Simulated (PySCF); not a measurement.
Two species compared at the same levels of theory.

First species: C₆H₉FO.
SMILES: `O=C1CCCC[C@H]1F`

Second species: C₃HN₂O₂Se (charge -1).
Atom-mapped SMILES: `[O:1]=[C:2]([O-:3])[c:4]1[cH:5][n:6][se:7][n:8]1` (hydrogens: H9 on C5)

Geometry (PBE0-D3(BJ)/def2-SVP, Å), atoms numbered from 1 in this order:
```xyz
9
C3HN2O2Se angstrom
O     -2.2863   -1.2479    0.0140
C     -1.6178   -0.2317    0.2072
O     -1.9337    0.9105    0.5967
C     -0.0812   -0.3355   -0.0745
C      0.7699    0.8356    0.0735
N      2.0421    0.7129   -0.1661
Se     2.2948   -1.0254   -0.6329
N      0.5301   -1.4265   -0.4415
H      0.3343    1.7902    0.3835
```

Levels: PBE0/def2-SVPD for HOMO energy, LUMO energy, HOMO–LUMO gap and static isotropic polarisability; TDDFT PBE0/def2-SVPD for lowest singlet excitation. Geometries: PBE0-D3(BJ)/def2-SVP. Each structure is a single optimised conformer of the isolated species, non-relativistic unless stated; the electronic structure was computed with PySCF and density fitting.

Dipoles, sizes and rotational constants follow the conformer. The torsions of the flexible species, by atom-mapped SMILES:
- `[O:1]=[C:2]([O-:3])[c:4]1[cH:5][n:6][se:7][n:8]1`: O1–C2–C4–C5 177°

The conformers of `O=C1CCCC[C@H]1F` aren't listed.

| property | column X | column Y |
| --- | --- | --- |
| HOMO energy | -7.34 eV | -2.40 eV |
| LUMO energy | -0.95 eV | 1.89 eV |
| HOMO–LUMO gap | 6.39 eV | 4.29 eV |
| lowest singlet excitation | 4.14 eV | 3.08 eV |
| static isotropic polarisability | 71.4 au | 90.1 au |

**Question.** Which column belongs to which species?

**Answer.** Column X is the first species and column Y the second. The first has 17 atoms and 62 electrons, the second 9 and 84; their charges are 0 and -1, their HOMO energies -7.34 eV and -2.40 eV.

**Question.** How does each property change from the first species to the second?

**Answer.** HOMO energy +4.94 eV; LUMO energy +2.84 eV; HOMO–LUMO gap -2.10 eV; lowest singlet excitation -1.06 eV; static isotropic polarisability +18.7 au.

On the first: No computed singlet falls in the visible range (750 to 380 nm, 1.65 to 3.26 eV); S1 lies 0.88 eV above its blue end. In wavenumbers S1 is 33400 cm⁻¹ (1 eV = 8065.54 cm⁻¹).

On the second: The polarisability is 13.34 Å³ as a volume (1 au = 0.148185 Å³), or 1.07 au for each of the 84 electrons. The principal polarisabilities are 55.5, 87.1 and 127.6 au; their mean is the isotropic value. The geometry's basis has no diffuse functions, a weakness for an anion. Relativistic effects, spin–orbit coupling among them, are left out although an element past zinc is present.
